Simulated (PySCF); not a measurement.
**Electronic structure of O (oxygen, neutral) at the UHF level**

Configuration: [He] 2s1 2p5, high-spin 3P determinant (an excited configuration). All numbers are calculated (PySCF 2.14, scalar relativity by spin-free X2C-1e, in aug-cc-pCVTZ-DK (7s6p4d2f, 59 functions)).

```json
{
  "Total energy": "-74.243356 hartree",
  "One-electron energy": "-102.4567 hartree",
  "Hartree (Coulomb) energy": "36.2716 hartree",
  "Exchange energy": "-8.0583 hartree",
  "⟨S²⟩": "2.0417",
  "⟨L²⟩": "2.007",
  "Sum of ⟨r⟩": "7.815 bohr",
  "Sum of ⟨r²⟩": "12.13 bohr²",
  "Traceless quadrupole moment −½Σ⟨3z² − r²⟩ along its main axis": "1.01 e·bohr²",
  "Langevin diamagnetic susceptibility": "-9.61 ×10⁻⁶ cm³/mol"
}
```

| shell | electrons | mean orbital energy (eV) | spread (eV) | rms radius, mean of both spins (bohr) |
| --- | --- | --- | --- | --- |
| 1s α | 1 | -566.08 | 0 | 0.231 |
| 1s β | 1 | -562.37 | 0 | 0.231 |
| 2s α | 1 | -40.256 | 0 | 1.21 |
| 2p α | 3 | -19.850 | 2.430 | 1.45 |
| 2p β | 2 | -12.143 | 0 | 1.45 |

Spin-orbit constants ζ (cm⁻¹) from the X2C one-electron operator on these orbitals: bare nucleus, nucleus screened by l(l+1)(2l+1)/3 electrons, and screened by the Breit-Pauli mean field of the electrons.

```tsv
shell	bare	screened nucleus	mean field
2p	247.6	185.7	159.3
```

To first order the Landé constant is A = -79.65 cm⁻¹, so the lowest level has J = 2 and lies 0.00988 eV below the centre of the term. This holds in LS coupling only.
